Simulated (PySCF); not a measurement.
Record of a relaxation.

C3H4BClF2.
Atom-mapped SMILES: `[BH2:1][C:2]([CH2:3][Cl:4])=[C:5]([F:6])[F:7]` (hydrogens: H8, H9 on B1; H10, H11 on C3)

Method: PySCF, PBE0-D3(BJ)/def2-SVP geometry optimisation, gas phase; density fitting, grid level 1; the optimiser is geomeTRIC in internal coordinates, started from a GFN2-xTB structure with every atom displaced at random (about 0.01 Å). The frame can shift and turn from step to step; on so coarse a grid that alone can change the energy by a few meV, and forces under 0.02 eV/Å are noise.

Step 0: E = -21782.9635 eV, largest atomic force 1.592 eV/Å
```
atom  x, y, z in Å  |  force x, y, z in eV/Å
B1     -0.468    1.252    0.872   -0.778  -0.201  -0.403
C2     -0.170   -0.025    0.087    0.465  -0.034   0.003
C3      1.234   -0.433   -0.189    0.688   0.613   0.316
Cl4     1.966    0.654   -1.447   -0.100  -0.207   0.142
C5     -1.141   -0.786   -0.430   -1.499  -0.518  -0.131
F6     -2.437   -0.553   -0.301    1.088  -0.300  -0.195
F7     -0.958   -1.906   -1.103   -0.133   0.757   0.354
H8      0.403    1.896    1.324    0.681   0.324   0.321
H9     -1.598    1.624    1.007   -0.220   0.030   0.087
H10     1.340   -1.451   -0.549    0.036  -0.376  -0.181
H11     1.866   -0.298    0.712   -0.227  -0.088  -0.313
```

Step 1: E = -21782.9829 eV, largest atomic force 0.322 eV/Å
```
atom  x, y, z in Å  |  force x, y, z in eV/Å
B1     -0.519    1.133    1.024    0.123  -0.059  -0.034
C2     -0.150   -0.044    0.112   -0.036   0.104   0.126
C3      1.262   -0.316   -0.314   -0.060  -0.060  -0.016
Cl4     1.831    0.835   -1.566   -0.003   0.056  -0.057
C5     -1.126   -0.811   -0.412    0.230  -0.101  -0.099
F6     -2.367   -0.835   -0.051   -0.207   0.246   0.007
F7     -0.931   -1.689   -1.355    0.013  -0.237  -0.019
H8      0.369    1.807    1.486   -0.008   0.013   0.013
H9     -1.667    1.417    1.247   -0.071  -0.052   0.064
H10     1.390   -1.326   -0.729    0.008   0.074   0.004
H11     1.937   -0.198    0.542    0.011   0.017   0.011
```

Step 2: E = -21783.0062 eV, largest atomic force 0.410 eV/Å
```
atom  x, y, z in Å  |  force x, y, z in eV/Å
B1     -0.517    1.119    1.020   -0.051   0.024   0.042
C2     -0.144   -0.054    0.107    0.220  -0.065  -0.221
C3      1.269   -0.311   -0.319    0.004  -0.041   0.078
Cl4     1.818    0.857   -1.568   -0.024   0.022  -0.010
C5     -1.120   -0.823   -0.418    0.077   0.216   0.197
F6     -2.368   -0.718   -0.085   -0.227  -0.225  -0.257
F7     -0.950   -1.773   -1.297   -0.079   0.100   0.191
H8      0.356    1.810    1.487    0.022  -0.026  -0.018
H9     -1.671    1.366    1.266    0.015  -0.013   0.038
H10     1.412   -1.314   -0.741    0.013   0.004  -0.014
H11     1.945   -0.187    0.537    0.030   0.003  -0.026
```

Step 3: E = -21783.0197 eV, largest atomic force 0.271 eV/Å
```
atom  x, y, z in Å  |  force x, y, z in eV/Å
B1     -0.506    1.121    1.028   -0.087   0.008   0.048
C2     -0.147   -0.052    0.111   -0.189   0.082  -0.108
C3      1.265   -0.306   -0.320    0.028  -0.079   0.084
Cl4     1.791    0.874   -1.571   -0.037  -0.008   0.025
C5     -1.129   -0.819   -0.411   -0.016  -0.081  -0.103
F6     -2.406   -0.702   -0.203    0.169   0.154   0.146
F7     -0.926   -1.822   -1.220    0.098  -0.038  -0.040
H8      0.382    1.804    1.478   -0.005  -0.003  -0.005
H9     -1.654    1.356    1.317    0.029  -0.007  -0.002
H10     1.413   -1.304   -0.749    0.005  -0.031  -0.012
H11     1.949   -0.179    0.529    0.006   0.003  -0.032
```

Step 4: E = -21783.0244 eV, largest atomic force 0.091 eV/Å
```
atom  x, y, z in Å  |  force x, y, z in eV/Å
B1     -0.520    1.123    1.028    0.059  -0.015   0.015
C2     -0.144   -0.043    0.106   -0.061   0.025  -0.063
C3      1.267   -0.311   -0.319    0.012   0.005   0.058
Cl4     1.796    0.862   -1.573    0.009   0.015  -0.014
C5     -1.120   -0.812   -0.418   -0.029  -0.052   0.025
F6     -2.391   -0.692   -0.183    0.029   0.017  -0.016
F7     -0.917   -1.812   -1.231   -0.012  -0.008  -0.021
H8      0.365    1.805    1.485   -0.012   0.018   0.012
H9     -1.669    1.350    1.313    0.011  -0.009  -0.006
H10     1.407   -1.312   -0.747   -0.008   0.001   0.011
H11     1.955   -0.186    0.527    0.002   0.004  -0.001
```

Step 5: E = -21783.0248 eV, largest atomic force 0.054 eV/Å
```
atom  x, y, z in Å  |  force x, y, z in eV/Å
B1     -0.515    1.120    1.025   -0.028  -0.016   0.010
C2     -0.148   -0.045    0.099    0.046   0.029  -0.004
C3      1.268   -0.309   -0.313   -0.011  -0.031  -0.005
Cl4     1.800    0.863   -1.569    0.010   0.005  -0.007
C5     -1.123   -0.816   -0.424    0.009   0.032   0.013
F6     -2.392   -0.688   -0.189   -0.015  -0.021  -0.025
F7     -0.924   -1.814   -1.240   -0.004   0.008   0.015
H8      0.365    1.806    1.486    0.007  -0.012  -0.010
H9     -1.664    1.345    1.312   -0.013   0.005   0.006
H10     1.413   -1.311   -0.737    0.005  -0.002   0.003
H11     1.950   -0.179    0.536   -0.006   0.004   0.004
```

Step 6: E = -21783.0252 eV, largest atomic force under 0.02 eV/Å
```
atom  x, y, z in Å  |  force x, y, z in eV/Å
B1     -0.520    1.120    1.026   -0.005  -0.009   0.004
C2     -0.148   -0.041    0.098    0.013   0.012  -0.005
C3      1.268   -0.309   -0.311   -0.004  -0.010   0.000
Cl4     1.805    0.860   -1.568    0.004  -0.004   0.002
C5     -1.121   -0.813   -0.427   -0.001   0.011  -0.005
F6     -2.392   -0.685   -0.202   -0.004  -0.006  -0.006
F7     -0.918   -1.815   -1.238    0.002   0.003   0.004
H8      0.362    1.804    1.488   -0.001  -0.002   0.000
H9     -1.669    1.343    1.315   -0.004   0.002   0.000
H10     1.413   -1.312   -0.733    0.002  -0.001   0.003
H11     1.948   -0.178    0.539   -0.002   0.004   0.003
```

Question: Summarise the path.

Answer: The energy falls by 5.95 kJ/mol from step 0 to step 6; nine tenths of that is first reached at step 3. It falls at every step. The largest force goes from 1.592 to under 0.02 eV/Å. Among the bonds B1–H8 changes most, from 1.175 to 1.207 Å; the atoms move by 0.050 Å rms after alignment.

Question: Follow the three bonds and two angles with the largest change from start to end.

Answer: 
```
step  E above end (kJ/mol)  largest force (eV/Å)  B1–H8 (Å)  C5–F6 (Å)  C3–Cl4 (Å)  B1–C2–C5 (°)  C2–B1–H8 (°)
   0                  5.95                 1.592      1.175      1.323       1.816         122.2         120.8
   1                  4.09                 0.322      1.207      1.292       1.794         119.6         118.6
   2                  1.84                 0.410      1.208      1.296       1.797         119.5         119.5
   3                  0.54                 0.271      1.207      1.299       1.799         119.7         119.0
   4                  0.08                 0.091      1.207      1.298       1.798         119.3         118.5
   5                  0.04                 0.054      1.207      1.297       1.798         119.7         119.2
   6                  0.00            under 0.02      1.207      1.297       1.799         119.6         118.9
```

What follows is the cost of the whole optimisation. The run took 37 s wall on an Arm Neoverse V2 with one thread, on a shared host, and the process peaked at 0.52 GiB of memory.
